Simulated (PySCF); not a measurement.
Delta-SCF ions had no search for a lower state. Excitations are Tamm–Dancoff values on a coarser integration grid. The basis has no diffuse functions, so Rydberg states are missing or too high.

## CH₃O₂, SMILES `[O+](/[H])=C/O` (H–O–C–O torsion 0°) (charge 1, multiplicity 1)

The numbers are results of PBE0-D4/def2-TZVP (PySCF), not measurements.

HOMO: -18.08 eV
LUMO: -8.14 eV
HOMO–LUMO gap: 9.94 eV
S1 excitation (TDA): 8.19 eV
S1 oscillator strength: 0.000
brightest of the four lowest singlets (TDA): 9.59 eV
T1 excitation (TDA): 6.63 eV
S1–T1 gap (TDA): 1.56 eV
vertical ionisation energy (Delta-SCF): 20.98 eV
total energy: -5168.28 eV
cost: around 50 core-seconds (rough)

```xyz
6

O      1.0888     0.3245     0.0428
C     -0.1642     0.4813     0.0473
O     -1.0630    -0.4003    -0.0504
H      1.4381    -0.5822    -0.0459
H     -0.5144     1.5080     0.1483
H     -0.7854    -1.3312    -0.1421
```
Charge +1, spin multiplicity 1.
